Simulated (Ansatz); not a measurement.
**A ladder of methods for GeH4 (germane)**

GeH4: 5 atoms, total charge 0, spin state singlet. SMILES: `[GeH4]`. The coordinates come from a PBE0-D4/def2-TZVP relaxation.

Each level gives the vertical ionisation energy (to the doublet cation) (eV). The values are calculated.

```json
{"level": "SVWN5/def2-TZVP", "kind": "LDA", "program": "Ansatz", "value (eV)": "11.96"}
{"level": "PBE/def2-TZVP", "kind": "GGA", "program": "Ansatz", "value (eV)": "11.90"}
{"level": "BHLYP/def2-TZVP", "kind": "global hybrid", "program": "Ansatz", "value (eV)": "12.34"}
{"level": "PBE0/def2-TZVP", "kind": "global hybrid", "program": "Ansatz", "value (eV)": "12.18"}
{"level": "HSE06/def2-TZVP", "kind": "range-separated hybrid", "program": "Ansatz", "value (eV)": "12.17"}
{"level": "PBE-QIDH/def2-TZVP", "kind": "double hybrid", "program": "Ansatz", "value (eV)": "12.42"}
{"level": "MP2/def2-TZVP", "kind": "perturbation theory", "program": "Ansatz", "value (eV)": "12.34"}
{"level": "CCSD/def2-TZVP", "kind": "coupled cluster or CI", "program": "Ansatz", "value (eV)": "12.38"}
{"level": "FCI/STO-3G", "kind": "exact in the basis", "program": "Ansatz", "value (eV)": "10.56"}
```

All-electron rows without a relativistic Hamiltonian named are non-relativistic. The values span 10.56 to 12.42 eV. High-level rows in very small sets aren't better than simpler rows in larger ones. In the correlated wave-function rows the outer d shell of Ge is correlated, in sets not made for it.
